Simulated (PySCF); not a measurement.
From one molecule to another.

First species: C7H9N.
SMILES with atom numbers: `[CH2:1]=[CH:2]/[C:3]([CH3:4])=[CH:5]/[CH2:6][C:7]#[N:8]` (hydrogens: H9, H10 on C1; H11 on C2; H12, H13, H14 on C4; H15 on C5; H16, H17 on C6)

Structure used (PBE0-D3(BJ)/def2-SVP), in Å, numbered top down from 1:
```
atom  x, y, z in Å
C1    -2.7885    0.7262    0.2408
C2    -1.5215    0.9997    0.5788
C3    -0.3241    0.4442   -0.0558
C4    -0.5043   -0.5198   -1.1882
C5     0.8830    0.8210    0.4122
C6     2.2174    0.3560   -0.1166
C7     2.5057   -1.0445    0.1891
N8     2.7124   -2.1590    0.4222
H9    -3.0438    0.0361   -0.5676
H10   -3.6227    1.1891    0.7727
H11   -1.3344    1.6985    1.4020
H12    0.4471   -0.8638   -1.6117
H13   -1.0982   -0.0646   -1.9967
H14   -1.0525   -1.4126   -0.8477
H15    0.9183    1.5178    1.2551
H16    2.2827    0.4808   -1.2112
H17    3.0284    0.9656    0.3098
```

Second species: C₇H₉N.
SMILES with atom numbers: `[CH2:1]=[C:2]([CH3:3])[n:4]1[cH:5][cH:6][cH:7][cH:8]1` (hydrogens: H9, H10 on C1; H11, H12, H13 on C3; H14 on C5; H15 on C6; H16 on C7; H17 on C8)

Levels: CAM-B3LYP/def2-SVPD for dipole moment, HOMO energy, LUMO energy, HOMO–LUMO gap, static isotropic polarisability and electronic spatial extent ⟨r²⟩ about the centre of nuclear charge; TDDFT CAM-B3LYP/def2-SVPD for lowest singlet excitation; PBE0-D3(BJ)/def2-SVP for rotational constant A and rotational constant C. Geometries: PBE0-D3(BJ)/def2-SVP. All species are isolated and taken at one optimised geometry, non-relativistic unless stated; the electronic structure was computed with PySCF and density fitting.

The conformers computed, where there is a choice (atom-mapped SMILES and torsion angles):
- `[CH2:1]=[CH:2]/[C:3]([CH3:4])=[CH:5]/[CH2:6][C:7]#[N:8]`: C1–C2–C3–C4 0°, C3–C5–C6–C7 -70°
- `[CH2:1]=[C:2]([CH3:3])[n:4]1[cH:5][cH:6][cH:7][cH:8]1`: C1–C2–N4–C5 -178°

Values for the first species:

* Dipole moment: 3.89 D
* HOMO energy: -8.22 eV
* LUMO energy: -0.16 eV
* HOMO–LUMO gap: 8.06 eV
* Lowest singlet excitation: 5.66 eV
* Static isotropic polarisability: 92.2 au
* Electronic spatial extent ⟨r²⟩ about the centre of nuclear charge: 1242 bohr²
* Rotational constant A: 4.690 GHz
* Rotational constant C: 0.957 GHz

Question: Estimate the same properties for the second species, and the change in each.

Answer: 
| property | first | second | second less first |
| --- | --- | --- | --- |
| dipole moment | 3.89 D | 1.37 D | -2.52 D |
| HOMO energy | -8.22 eV | -7.49 eV | +0.73 eV |
| LUMO energy | -0.16 eV | 0.56 eV | +0.72 eV |
| HOMO–LUMO gap | 8.06 eV | 8.05 eV | -0.01 eV |
| lowest singlet excitation | 5.66 eV | 5.20 eV | -0.46 eV |
| static isotropic polarisability | 92.2 au | 91.0 au | -1.2 au |
| electronic spatial extent ⟨r²⟩ about the centre of nuclear charge | 1242 bohr² | 972 bohr² | -270 bohr² |
| rotational constant A | 4.690 GHz | 4.675 GHz | -0.015 GHz |
| rotational constant C | 0.957 GHz | 1.241 GHz | +0.284 GHz |

On the first: The 6 singlets span 5.66 to 7.27 eV, and their oscillator strengths add up to 0.75. No computed singlet falls in the visible range (750 to 380 nm, 1.65 to 3.26 eV); S1 lies 2.40 eV above its blue end.

On the second: S1 lies 2.85 eV below the HOMO–LUMO gap; its leading configuration is HOMO→LUMO, weight 0.97. The polarisability is 13.48 Å³ as a volume (1 au = 0.148185 Å³), or 1.57 au for each of the 58 electrons.
